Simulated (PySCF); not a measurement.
Computed shifts of a molecule C5H5FO, B3LYP/pcSseg-1 (PySCF), GIAO, gas phase, equivalent atoms averaged, in ppm (number of nuclei): ¹³C: 115.0 (1), 83.5 (1), 80.1 (1), 68.6 (1), 42.6 (1). ¹⁹F: -99.0 (1). ¹H: 4.83 (1), 4.68 (1), 3.16 (2), 2.81 (1). References: ¹³C against TMS (σ = 181.3 ppm); ¹⁹F against CFCl3 (σ = 161.7 ppm); ¹⁷O against H2O (σ = 333.8 ppm); ¹H against TMS (σ = 31.68 ppm), references at their B3LYP-D3(BJ)/def2-TZVP geometries, non-relativistic. Geometry optimised at ωB97X-D3(BJ)/def2-SVP. Other conformers were not sampled.

**Question.** Pick the molecule that these values belong to.
A. C#C[C@@]1(F)CCO1
B. C=C(F)[C@@H]1C=CO1
C. C#C[C@H](F)C(C)=O
D. C=C=COC(=C)F

**Answer.** A, C#C[C@@]1(F)CCO1
